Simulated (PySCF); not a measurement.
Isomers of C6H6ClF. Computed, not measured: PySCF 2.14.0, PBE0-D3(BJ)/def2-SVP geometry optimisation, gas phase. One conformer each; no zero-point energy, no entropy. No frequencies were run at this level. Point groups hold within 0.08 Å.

Question: Order them by energy at this level, lowest first, and give relative energies in kJ/mol.
A. `F[C@@H]1C(Cl)=C[C@H]2C[C@@H]12`
B. `[F:1]/[CH:2]=[CH:3]/[CH:4]=[CH:5]/[CH:6]=[CH:7]/[Cl:8]` with C2–C3–C4–C5 180°, C4–C5–C6–C7 180°

Answer: A (0.0), B (51.0).

As drawn, the lower has a three-membered ring, which the higher lacks.

```json
{"SMILES": "F[C@@H]1C(Cl)=C[C@H]2C[C@@H]12", "E (Eh)": "-791.34619", "E rel (kJ/mol)": "0.0", "dipole (D)": "2.75", "point group": "C1", "A, B, C (MHz)": "2947, 1397, 1072"}
{"SMILES": "F/C=C/C=C/C=C/Cl", "E (Eh)": "-791.32676", "E rel (kJ/mol)": "51.0", "dipole (D)": "0.53", "point group": "Cs", "A, B, C (MHz)": "20748, 370.2, 363.7"}
```
